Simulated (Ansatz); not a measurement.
(Br2In-mu-Cl)2 (In₂Br₄Cl₂). The state is a singlet with charge 0. Geometry r2SCAN-D4/def2-SVP.

```xyz
8

In    1.014    1.498    0.330
Br    1.426    2.053    2.689
Br    1.806    2.726   -1.647
Cl    1.459   -0.983   -0.018
In   -1.014   -1.498   -0.329
Br   -1.813   -2.742    1.635
Br   -1.418   -2.034   -2.694
Cl   -1.460    0.980    0.034
```

In the def2 sets In takes a core potential; there is no spin–orbit coupling.

Q: Estimate the orbital energies around the gap (eV) in Ansatz with PBE-D4/def2-SVP, PBE-D4/def2-TZVP, BLYP-D4/def2-TZVP, r2SCAN-D4/def2-TZVP, PBE0-D4/def2-SVP.

A: 
```tsv
orbital	PBE-D4/def2-SVP	PBE-D4/def2-TZVP	BLYP-D4/def2-TZVP	r2SCAN-D4/def2-TZVP	PBE0-D4/def2-SVP
HOMO−5	-7.56	-7.70	-7.51	-8.07	-8.93
HOMO−4	-7.55	-7.67	-7.48	-8.03	-8.91
HOMO−3	-7.47	-7.62	-7.43	-7.98	-8.84
HOMO−2	-7.44	-7.59	-7.40	-7.95	-8.81
HOMO−1	-7.40	-7.55	-7.36	-7.91	-8.76
HOMO	-7.40	-7.54	-7.36	-7.91	-8.76
LUMO	-3.94	-4.04	-3.97	-3.90	-3.20
LUMO+1	-3.67	-3.79	-3.71	-3.66	-2.89
LUMO+2	-1.92	-2.08	-1.96	-1.84	-1.27
LUMO+3	-0.66	-0.91	-0.80	-0.59	0.05
LUMO+4	-0.62	-0.85	-0.70	-0.57	0.13
LUMO+5	-0.57	-0.81	-0.69	-0.56	0.14
```
